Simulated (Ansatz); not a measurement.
Calculated with Ansatz (gas phase, PBE0-D4/def2-TZVP geometries, no zero-point term in ΔE). CCSD(T)/CBS adds triple-zeta CCSD(T) − MP2 to the extrapolated MP2 energy (def2 sets, frozen cores). Functionals use def2-TZVPP. B3LYP here is the variant with VWN-RPA as its local correlation; programs differ in this. For Ge outer-core shells are correlated without core-valence functions, which leaves a few kJ/mol of doubt a bond. Scalar relativity is left out up to krypton. One conformer a species, not always the lowest.

Reaction (germylene formation by 1,1-elimination): `F[CH2][GeH]([F])[SiH3]` → `FC[SiH3]` + `[F][GeH]`

```csv
level,ΔE (kJ/mol),difference from CCSD(T)/CBS
r2SCAN-D4,137.7,12.1
B3LYP-D4,108.5,-17.1
ωB97X-V,129.9,4.3
ωB97M-V,113.1,-12.5
r2SCAN,135.4,9.8
B3LYP,95.4,-30.2
HF/def2-TZVPP,101.6,-24.0
SCS-MP2/def2-TZVPP,129.1,3.5
CCSD/def2-TZVPP,130.1,4.5
SCS-MP2/def2-QZVPP,124.4,-1.2
CCSD(T)/CBS,125.6,0
```

Largest T1 diagnostic among the species: 0.014.

The D4 term adds +13.1 kJ/mol with B3LYP and +7.4 kJ/mol with PBE0; it sums over pairs of atoms, weighted by their polarisabilities, and B3LYP, whose exchange is more repulsive, gets the larger term. In def2-TZVPP, CCSD(T) changes the Hartree–Fock value by +32.2 kJ/mol (the triples alone add +3.7 kJ/mol) and MP2 by +41.5 kJ/mol.
